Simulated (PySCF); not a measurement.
A structure optimised at PBE0-D3(BJ)/def2-SVP, used in a PySCF frequency run:

```xyz
8

F      1.5119     0.8729    -1.0558
Sn     0.0000     0.0000    -0.2443
F     -1.5119     0.8729    -1.0558
F      0.0000    -1.7458    -1.0558
Si     0.0000     0.0000     2.3202
H      0.0000     1.4250     2.7458
H      1.2341    -0.7125     2.7458
H     -1.2341    -0.7125     2.7458
```
Charge 0, spin multiplicity 1.

Write its SMILES, formula and point group.

[F][Sn]([F])([F])[SiH3], F3H3SiSn, C3v

What are its rotational constants (standard atomic weights)?

2.8100, 1.5161, 1.5161 GHz
